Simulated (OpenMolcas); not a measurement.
Mn2+, Tc2+, Re2+: d5 down the group

```yaml
Program: OpenMolcas 26.06
Method: CASSCF
Basis: ANO-RCC-VQZP
Scalar_Hamiltonian: DKH2, point nucleus
Spin-orbit_coupling: state interaction with AMFI integrals over the reference wave functions, term energies averaged over their components
```

Active space for each ion: 5 electrons in 6 orbitals (d s).

Computed levels in cm-1 above 6S 5/2:

| Level | Mn2+ | Tc2+ | Re2+ |
| --- | --- | --- | --- |
| 4G 11/2 | 34382 | 25130 | 22857 |
| 4G 9/2 | 34388 | 25169 | 23243 |
| 4P 1/2 | 39646 | 28611 | 22563 |
| 4D 7/2 | 42773 | 30293 | 26142 |
| 4D 1/2 | 42821 | 30683 | 27136 |
| 2I 11/2 | 48988 | 36154 | 33215 |
| 2I 13/2 | 49024 | 36466 | 35726 |
| 4F 5/2 | 57730 | 41865 | 37502 |
| 2H 11/2 | 60350 | 45058 | 45581 |
| weight of 6S in the lowest level (%) | 100 | 100 | 92 |

Mixed levels, with the weight of the term that names them: Re2+ 4P 1/2 (52 %), Re2+ 4D 1/2 (65 %), Re2+ 4F 5/2 (70 %), Re2+ 2H 11/2 (66 %).

Measured, with the error of the calculation in %. Measured levels: Mn2+ from Corliss and Sugar, J. Phys. Chem. Ref. Data 6, 1253 (1977); Re2+ from the list in Brasseur, Gamrath and Quinet, At. Data Nucl. Data Tables 157, 101636 (2024).

```
  Level           Mn2+           Re2+
4G 11/2  26824 (+28.2)  18020 (+26.8)
 4G 9/2  26851 (+28.1)  18346 (+26.7)
 4D 7/2  32307 (+32.4)  20453 (+27.8)
 4D 1/2  32369 (+32.3)               
2I 11/2  39174 (+25.1)  26170 (+26.9)
2I 13/2  39176 (+25.1)  28588 (+25.0)
 4F 5/2  43669 (+32.2)  30302 (+23.8)
2H 11/2  46671 (+29.3)
```

Without spin-orbit coupling 4G lies 34381, 25112, 22445 cm-1 above 6S in that order; the difference to the level 4G 11/2, of either sign, comes from spin-orbit coupling, which also lowers the zero.

Without dynamic correlation excited terms often stand tens of per cent too high (terms of higher spin than the ground term too low), and those without a measured partner can miss by more than the paired ones. Terms from blocks run as CI alone lack orbitals of their own. Some high roots are left out of the spin-orbit mixing, which shifts the levels that they would mix with (holds for Tc2+; Re2+). Configurations are named by rounded mean occupations; where the s occupation lies near a half they are strongly mixed, a name can repeat and a true partner stay unpaired (holds for Re2+). Computed and measured levels are paired by configuration, term and J; levels that our copy of the source lacks, or whose pairing is in doubt (as where it misses far off the trend of its configuration), stay unpaired and out of the deviations. Levels of configurations outside the active space are missing.
